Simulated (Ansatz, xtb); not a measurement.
**C5H9NSi2: which of two isomers lies lower**

Structure X is `[SiH3][SiH2]c1cccnc1`, a singlet and structure Y is `N#C[C@H]1[SiH2]C=CC[SiH2]1`, a singlet. Both are isolated molecules in the gas phase, relaxed with B3LYP/def2-SVP; the shapes shown needn't be the lowest conformers.

X (Å):

```xyz
17

C     0.3666   -0.2956    0.4246
C    -0.4588    0.5071   -0.3835
C    -1.4796    1.2567    0.2015
C    -1.6505    1.1797    1.5876
C     0.0927   -0.2834    1.8068
N    -0.8821    0.4271    2.3782
Si    0.8982   -3.4112   -1.1200
Si    1.7476   -1.3678   -0.2963
H     1.9964   -4.2419   -1.6998
H    -0.1155   -3.1521   -2.1867
H     0.2440   -4.1814   -0.0205
H     2.4122   -0.6314   -1.4144
H     2.7582   -1.6417    0.7685
H    -0.3048    0.5531   -1.4662
H    -2.1325    1.8915   -0.4023
H    -2.4447    1.7547    2.0791
H     0.7061   -0.8830    2.4918
```

Y (Å):

```xyz
17

C     2.3153   -0.8855   -0.1272
C     1.9821    0.4100   -0.6870
C    -1.1011    0.4449   -0.9230
C    -1.2477    0.7269    0.3866
C    -0.1663    1.0011    1.4079
N     2.5384   -1.9188    0.3550
Si    0.4915    0.3058   -1.9002
Si    1.4813    1.6225    0.7138
H     2.8546    0.8105   -1.2317
H     0.5367   -0.9743   -2.6612
H     0.6235    1.4351   -2.8687
H    -2.0263    0.2618   -1.4860
H    -2.2696    0.7504    0.7908
H     0.0319    0.0792    1.9888
H    -0.5360    1.7279    2.1522
H     2.5288    1.6735    1.7713
H     1.3209    2.9716    0.0971
```

Estimate which is lower in electronic energy at CCSD(T)/def2-SVP + ΔMP2/def2-TZVPP, and by roughly how much.

The CCSD(T)/def2-SVP + ΔMP2/def2-TZVPP calculation puts structure Y lower, by 6.6 kcal/mol.

The same difference at several levels:

```tsv
level	geometry	E(Y) − E(X) (kcal/mol)	departure from the last row (kcal/mol)	job, with rough time for the two
GFN2-xTB	GFN2-xTB	+25.6	+32.2	optimisation, 0.32 s
HF/STO-3G	GFN2-xTB	−13.1	−6.5	single point, 0.58 s
r2SCAN-D4/def2-SVP	GFN2-xTB	+4.1	+10.7	single point, 6.6 s
B3LYP/def2-SVP	B3LYP/def2-SVP	+6.3	+12.8	optimisation, 2.2 min
HF/def2-SVP	B3LYP/def2-SVP	−1.9	+4.7	part of the CCSD(T) run
MP2/def2-SVP	B3LYP/def2-SVP	−3.3	+3.2	part of the CCSD(T) run
CCSD(T)/def2-SVP	B3LYP/def2-SVP	−2.9	+3.7	single point
CCSD(T)/def2-SVP + ΔMP2/def2-TZVPP	B3LYP/def2-SVP	−6.6		single point, 2.5 min
```

As drawn, Y has 1 C≡N, 2 C–C, 3 C–Si, 1 C=C, 1 C–H in place of 1 Si–Si, 4 C∷C, 2 C∷N, 1 Si–H (∷ is an aromatic bond). Structure X has a 6-membered ring (with an aromatic ring), Y a 6-membered ring.

GFN2-xTB, r2SCAN-D4/def2-SVP, B3LYP/def2-SVP put the two in the other order. The largest departure from CCSD(T)/def2-SVP + ΔMP2/def2-TZVPP is that of GFN2-xTB, 32.2 kcal/mol. The last row adds to CCSD(T) the change of the MP2 difference between the two basis sets, here −3.7 kcal/mol, a large step that makes the value less sure.

With thermal terms from frequencies at re-optimised GFN2-xTB minima (ideal gas, soft modes damped towards free rotors, one conformer each, 298.15 K, 1 atm): the zero-point term adds +1.2 kcal/mol; ΔH is −5.5 and ΔG −4.6 kcal/mol.

The correlated steps freeze 16 core orbitals. Mirror images aren't counted in ΔG. Codes used: Ansatz 0.2.0, xtb 6.7.1; the last row on 4 threads of Arm Neoverse V1 on a shared host.
